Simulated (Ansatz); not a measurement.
System: AlHClF, charge 0, singlet. AlHClF (SMILES [F][AlH][Cl]).
B3LYP-D3(BJ)/def2-TZVP minimum from Ansatz (a program for electronic structure):
```
Al
F 1 1.6458
H 1 1.5554 2 119.79
Cl 1 2.0873 3 122.41 2 180.00
```

Quantity: atomisation energy (electronic, to ground-state atoms), in kcal/mol. Open shells are spin-unrestricted; no spin-orbit coupling. CBS(X,Y): correlation extrapolated as X^-3, Hartree-Fock from the larger set (Q,5: extrapolated as (X+1)exp(-9√X)). A bracket is a step between two methods taken in the basis named. The functionals are non-relativistic, so their misses hold any scalar relativity. Double hybrids freeze cores in their MP2 part. '+ core + X2C': CCSD(T) terms for core correlation (cc-pwCVTZ, 1s frozen past Ne) and scalar relativity (cc-pVTZ-DK). Where a partner has so few electrons that a lower coupled-cluster level is exact, that level stands in.

CCSD(T)/CBS(cc-pV(Q+d)Z,cc-pV(5+d)Z) + [CCSDT(Q) - CCSD(T)]/cc-pV(T+d)Z + core + X2C (Ansatz) gives 320.8 kcal/mol.

Question: How far off this value is PBE/def2-TZVPD (Ansatz), in which direction, and which of these levels come nearer: r2SCAN/def2-TZVPD, B3LYP/def2-TZVPD, wB97M-V/def2-TZVPD, B2PLYP/def2-TZVPD, CCSD(T)/CBS(cc-pV(Q+d)Z,cc-pV(5+d)Z) + core + X2C?

Answer: PBE gives 314.9 kcal/mol, 5.9 kcal/mol below it. Differences of the others: r2SCAN/def2-TZVPD (Ansatz) -1.3; B3LYP/def2-TZVPD (Ansatz) -10.3; wB97M-V/def2-TZVPD (Ansatz) -2.5; B2PLYP/def2-TZVPD (Ansatz) -7.2; CCSD(T)/CBS(cc-pV(Q+d)Z,cc-pV(5+d)Z) + core + X2C (Ansatz) 0.1 kcal/mol. Nearer than PBE: r2SCAN/def2-TZVPD, wB97M-V/def2-TZVPD, CCSD(T)/CBS(cc-pV(Q+d)Z,cc-pV(5+d)Z) + core + X2C.
